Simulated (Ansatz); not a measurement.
Ca(Cl)2 anion (CaCl2), SMILES [Cl][Ca][Cl] (connectivity only; charge and spin as stated), charge -1, multiplicity 2.

Coordinates come from a B3LYP-D3(BJ)/def2-TZVPD optimisation. The spin state was assumed, not searched. The isomer is the one that the SMILES or the coordinates give; other isomers of the formula were not compared.

Two levels are set side by side: PBE/def2-TZVPD (Ansatz, an electronic-structure program) and CAM-B3LYP/def2-TZVPD (Ansatz). Energy differences of separate SCF runs at the same geometry; the states with an electron removed or added have multiplicity 1. Differences are taken from unrounded values.

```
quantity                         CAM-B3LYP   PBE  PBE minus CAM-B3LYP
-------------------------------  ---------  ----  -------------------
vertical ionisation energy (eV)       1.37  1.31                -0.06
```
